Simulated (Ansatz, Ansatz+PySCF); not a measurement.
```xyz
10

N     1.1384    0.0254    0.0375
C     0.2944    1.0976   -0.0211
C    -1.0293    0.7102    0.0185
C    -0.9851   -0.7159   -0.0497
C     0.3332   -1.1152    0.0498
H     2.1125   -0.0169    0.0448
H     0.7533    2.1018   -0.0448
H    -1.8509    1.3213   -0.0236
H    -1.8309   -1.4105   -0.0005
H     0.7660   -2.0659    0.0016
```

Basis set: def2-SVP (spherical functions). Frozen core: 5 orbitals. Charge 0, multiplicity 1.

Computed with Ansatz (development build ahead of 0.2.0); each method stands on the lowest determinant of its kind that the runs found. Restricted open shells among the atoms or ions are ROHF, correlated in semicanonical orbitals with singles. Restricted functionals stand beside restricted open-shell atoms, which can lie above the unrestricted atoms usual in DFT and then raise those values.

The atomization energy at this shape (free ground-state atoms in the same class of orbitals less the molecule, no zero-point energy) of singlet C4H5N:

```tsv
method	atomization energy
ωB97X (restricted)	47.08 eV
ωB97X (unrestricted)	46.70 eV
r²SCAN (restricted)	47.27 eV
PBE0 (restricted)	47.61 eV
PBE0 (unrestricted)	47.40 eV
PBE (restricted)	48.60 eV
PBE (unrestricted)	48.44 eV
RHF-MP2	45.20 eV
UHF-MP2	45.15 eV
RHF	34.16 eV
UHF	33.61 eV
```

(1) What does r²SCAN (unrestricted) give?

## Answers

(1) 46.89 eV. Caution: the shape is not the minimum.
